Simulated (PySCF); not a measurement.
A side-by-side comparison of computed properties.

First species: C7H14Si.
Numbering: `[CH3:1][C:2]#[C:3][CH2:4][CH2:5][SiH:6]([CH3:7])[CH3:8]` (hydrogens: H9, H10, H11 on C1; H12, H13 on C4; H14, H15 on C5; H16 on Si6; H17, H18, H19 on C7; H20, H21, H22 on C8)

Structure used (GFN2-xTB), in Å, numbered top down from 1:
```
atom  x, y, z in Å
C1     4.681    0.526   -0.053
C2     3.252    0.637    0.156
C3     2.072    0.752    0.339
C4     0.638    0.841    0.539
C5    -0.072   -0.422    0.045
Si6   -1.962   -0.370    0.313
C7    -2.704   -2.035   -0.232
C8    -2.738    1.036   -0.709
H9     4.919   -0.433   -0.513
H10    5.027    1.326   -0.707
H11    5.205    0.599    0.900
H12    0.257    1.715    0.003
H13    0.436    0.987    1.605
H14    0.158   -0.558   -1.015
H15    0.353   -1.285    0.561
H16   -2.243   -0.142    1.744
H17   -2.287   -2.859    0.339
H18   -3.780   -2.047   -0.089
H19   -2.510   -2.233   -1.282
H20   -2.367    2.010   -0.402
H21   -3.818    1.050   -0.592
H22   -2.526    0.924   -1.769
```

Second species: C2H13FSi5.
Structure used (GFN2-xTB), in Å, numbered top down from 1:
```
atom  x, y, z in Å
C1    -0.681   -2.144    1.777
Si2   -0.350   -0.285    1.513
Si3   -2.084    0.758    0.319
Si4   -1.108    2.096   -1.331
Si5    1.216    1.930   -1.120
Si6    1.607    0.072    0.251
C7     1.649   -1.418   -0.974
F8     0.429   -1.449   -1.640
H9    -0.807   -2.646    0.822
H10   -1.587   -2.310    2.354
H11    0.137   -2.631    2.302
H12   -0.180    0.289    2.864
H13   -2.940    1.557    1.209
H14   -3.016   -0.224   -0.249
H15   -1.549    3.494   -1.211
H16   -1.548    1.720   -2.680
H17    1.927    1.856   -2.403
H18    1.782    3.125   -0.477
H19    2.923   -0.046    0.908
H20    2.416   -1.336   -1.747
H21    1.756   -2.390   -0.489
```

Levels: PBE0/pcSseg-1 for HOMO energy, LUMO energy and HOMO–LUMO gap. Geometries: GFN2-xTB. Each species is one conformer at its optimised geometry, gas phase, non-relativistic unless stated; the electronic structure was computed with PySCF and density fitting.

Dipoles, sizes and rotational constants follow the conformer. The torsions of the flexible species, by atom-mapped SMILES:
- `[CH3:1][C:2]#[C:3][CH2:4][CH2:5][SiH:6]([CH3:7])[CH3:8]`: C3–C4–C5–Si6 179°, C4–C5–Si6–C7 -176°

The conformers of `C[Si@@H]1[SiH2][SiH2][SiH2][Si@@H]1CF` aren't listed.

Values for the first species:

| Item | Value |
| --- | --- |
| HOMO energy | -7.04 eV |
| LUMO energy | 1.23 eV |
| HOMO–LUMO gap | 8.27 eV |

**Question.** Estimate the same properties for the second species, and the change in each.

**Answer.** 
| property | first | second | second less first |
| --- | --- | --- | --- |
| HOMO energy | -7.04 eV | -7.61 eV | -0.57 eV |
| LUMO energy | 1.23 eV | -1.31 eV | -2.54 eV |
| HOMO–LUMO gap | 8.27 eV | 6.30 eV | -1.97 eV |

On the first:  GFN2-xTB frequencies show an imaginary mode (32i cm⁻¹), so this geometry is no minimum at that level.

